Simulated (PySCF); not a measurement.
## Ionising SnBi

UHF-CCSD(T); basis Sn def2-SVP with ECP28, Bi def2-SVP with ECP60; scalar-relativistic core potentials; PySCF 2.14. Neutral (UHF): doublet (π ↑), Re = 2.768 Å, ωe = 178 cm⁻¹, De = 1.63 eV.

SnBi⁺ (UHF): triplet (π ↑↑), Re = 2.916 Å, ωe = 155 cm⁻¹. The energies at the minima are -427.13189 hartree for SnBi and -426.87415 for SnBi⁺.

Work out the adiabatic ionisation energy, without and with harmonic zero-point energies (1 hartree = 27.2114 eV, 1 eV = 8065.5 cm⁻¹), and the change of the bond length.

At UHF-CCSD(T): 0.25774 hartree = 7.013 eV between the minima; the zero-point term (155.0 − 178.0)/2 cm⁻¹ = -0.001 eV makes it 7.012 eV. Re changes by +14.8 pm against the neutral. The electron leaves a π orbital, and the longer bond of the ion fits a bonding orbital, or a change in how ionic the bond is.

Correlated steps freeze 8 core orbitals. Correlated levels converge slowly with the basis: in double zeta they bind strong bonds too weakly, by up to about 1 eV, and carry superposition errors of some tenths. Spin–orbit coupling is left out, which matters for elements this heavy, above all for dissociation energies. States were picked by a PBE0 search and need not be the measured ground states.
